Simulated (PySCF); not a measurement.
PbBr, SMILES [Pb+][Br] (connectivity only; charge and spin as stated), charge +1, multiplicity 1. Atoms are numbered in the order given.

```xyz
2

Pb     0.0000     0.0000    -0.7513
Br     0.0000     0.0000     1.7602
```
Charge +1, spin multiplicity 1.

Geometry optimised at B3LYP-D3(BJ)/def2-TZVP. The multiplicity is an assumed one; other spin states were not compared. The def2 effective core potentials stand for the cores of Pb; spin–orbit coupling is left out.

All values below come from IEF-PCM-ωB97X/def2-SVP (PySCF 2.14.0).

The values are the electrostatic part of the solvation free energy, E(continuum) − E(gas) at the gas-phase geometry, in a cavity of scaled van der Waals radii (PySCF's table); cavitation and dispersion terms are not included. A continuum can't describe solvent molecules that bind to the metal. In vacuum the orbital gap is 9.21 eV.

Computed values in water (ε = 78.36), chloroform (ε = 4.71), cyclohexanone (ε = 15.62):
| solvent | ε | ΔG(elec) (kcal/mol) | gap (eV) |
|---|---|---|---|
| water | 78.36 | -73.0 | 10.05 |
| chloroform | 4.71 | -56.9 | 9.77 |
| cyclohexanone | 15.62 | -68.8 | 9.97 |
